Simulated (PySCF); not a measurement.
CH₃AlCl, SMILES [CH3][Al][Cl], multiplicity 2.

The structure is a stationary point at PBE-D3(BJ)/def2-TZVP. The spin state was assumed, not searched. The isomer is the one that the SMILES or the coordinates give; other isomers of the formula were not compared.

Level of theory: PBE-D3(BJ)/def2-TZVP (PySCF 2.14.0).

Frequencies are harmonic and unscaled.

Problem. Estimate the vibrational spectrum. (The exact figures need the calculation; the answer reports its results.)

Solution. 
| mode | ν (cm⁻¹) | IR (km/mol) | moving atoms (share of kinetic energy) |
|---|---|---|---|
| 1 | 63 | 0.1 | H 91 % |
| 2 | 151 | 4.1 | C 29 %, Al 26 %, Cl 23 %, H 22 % |
| 3 | 455 | 56.0 | Al 42 %, Cl 42 %, C 11 % |
| 4 | 549 | 0.1 | H 85 %, C 13 % |
| 5 | 596 | 52.0 | Al 42 %, C 41 %, H 14 % |
| 6 | 667 | 41.8 | H 73 %, C 18 %, Al 8 % |
| 7 | 1132 | 1.9 | H 82 %, C 18 % |
| 8 | 1381 | 3.2 | H 95 % |
| 9 | 1392 | 6.5 | H 95 % |
| 10 | 2961 | 3.0 | H 97 % |
| 11 | 3044 | 2.9 | H 91 %, C 9 % |
| 12 | 3074 | 4.1 | H 91 %, C 9 % |
